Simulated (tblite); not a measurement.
Compound: C4H13NOSi3.
Atom-mapped SMILES: `[CH:1]#[C:2][SiH2:3][O:4][Si@:5]([CH3:6])([SiH3:7])[NH:8][CH3:9]` (hydrogens: H10 on C1; H11, H12 on Si3; H13, H14, H15 on C6; H16, H17, H18 on Si7; H19 on N8; H20, H21, H22 on C9)

A start from a force field or distance geometry was refined with GFN2-xTB geometry optimisation, gas phase (tblite). Values at the start:

```tsv
coordinate	start
C1≡C2	1.226 Å
C1–H10	1.059 Å
C2–Si3	1.794 Å
Si3–O4	1.704 Å
Si3–H11	1.477 Å
Si3–H12	1.453 Å
O4–Si5	1.730 Å
Si5–C6	1.879 Å
Si5–Si7	2.218 Å
Si5–N8	1.771 Å
C6–H13	1.108 Å
Si7–H16	1.499 Å
N8–C9	1.459 Å
N8–H19	1.065 Å
C9–H20	1.096 Å
C9–H21	1.109 Å
C1–C2–Si3	179.0°
C2–Si3–O4	110.5°
Si3–O4–Si5	105.8°
O4–Si5–Si7	113.0°
O4–Si5–N8	110.6°
Si5–N8–C9	110.8°
C6–Si5–Si7	106.6°
Si7–Si5–N8	113.1°
```

**Question.** How do these coordinates change at the GFN2-xTB level?

**Answer.** 
```json
{"coordinate": "Si5–Si7", "GFN2-xTB (Å or °)": "2.314", "change": "+0.096"}
{"coordinate": "O4–Si5", "GFN2-xTB (Å or °)": "1.636", "change": "-0.094"}
{"coordinate": "Si3–O4", "GFN2-xTB (Å or °)": "1.615", "change": "-0.089"}
{"coordinate": "C2–Si3", "GFN2-xTB (Å or °)": "1.857", "change": "+0.063"}
{"coordinate": "N8–H19", "GFN2-xTB (Å or °)": "1.010", "change": "-0.055"}
{"coordinate": "Si5–N8", "GFN2-xTB (Å or °)": "1.731", "change": "-0.040"}
{"coordinate": "Si7–H16", "GFN2-xTB (Å or °)": "1.473", "change": "-0.026"}
{"coordinate": "Si5–C6", "GFN2-xTB (Å or °)": "1.904", "change": "+0.025"}
{"coordinate": "C1≡C2", "GFN2-xTB (Å or °)": "1.202", "change": "-0.024"}
{"coordinate": "C6–H13", "GFN2-xTB (Å or °)": "1.086", "change": "-0.022"}
{"coordinate": "N8–C9", "GFN2-xTB (Å or °)": "1.443", "change": "-0.016"}
{"coordinate": "Si3–H11", "GFN2-xTB (Å or °)": "1.462", "change": "-0.015"}
{"coordinate": "C9–H21", "GFN2-xTB (Å or °)": "1.097", "change": "-0.012"}
{"coordinate": "Si3–H12", "GFN2-xTB (Å or °)": "1.465", "change": "+0.012"}
{"coordinate": "C1–H10", "GFN2-xTB (Å or °)": "1.053", "change": "-0.006"}
{"coordinate": "C9–H20", "GFN2-xTB (Å or °)": "1.091", "change": "-0.005"}
{"coordinate": "Si3–O4–Si5", "GFN2-xTB (Å or °)": "154.6", "change": "+48.8"}
{"coordinate": "Si5–N8–C9", "GFN2-xTB (Å or °)": "123.0", "change": "+12.2"}
{"coordinate": "C6–Si5–Si7", "GFN2-xTB (Å or °)": "114.2", "change": "+7.6"}
{"coordinate": "O4–Si5–N8", "GFN2-xTB (Å or °)": "104.1", "change": "-6.5"}
{"coordinate": "O4–Si5–Si7", "GFN2-xTB (Å or °)": "107.7", "change": "-5.3"}
{"coordinate": "Si7–Si5–N8", "GFN2-xTB (Å or °)": "116.8", "change": "+3.7"}
{"coordinate": "C2–Si3–O4", "GFN2-xTB (Å or °)": "109.2", "change": "-1.3"}
{"coordinate": "C1–C2–Si3", "GFN2-xTB (Å or °)": "179.3", "change": "+0.3"}
```

The energy falls by 1.678 eV over 222 L-BFGS steps, the largest force on an atom goes from 3.93 to 0.010 eV/Å, and the atoms move by 1.615 Å rms after alignment. The bond that changes most is Si5–Si7 (oxygen-bound silicon to SiH3 silicon), which lengthens by 0.096 Å. Bonds longer at the end by more than 0.005 Å: 5 of 21; shorter: 14. Among the dihedrals that turn most is Si3–O4–Si5–Si7, from -138° to 76°. Rotational constants go from 1669, 529.7, 467.8 to 1160, 626.6, 574.0 MHz.

Its lowest GFN2-xTB frequency is 3 cm⁻¹, too small to tell a flat minimum from a shallow saddle. The numbers are those of one conformer. 3 starts were optimised and ended at 0.00, 0.02 and 1.88 kcal/mol (GFN2-xTB); the lowest of these is shown.

The numbers are calculated, not measured.
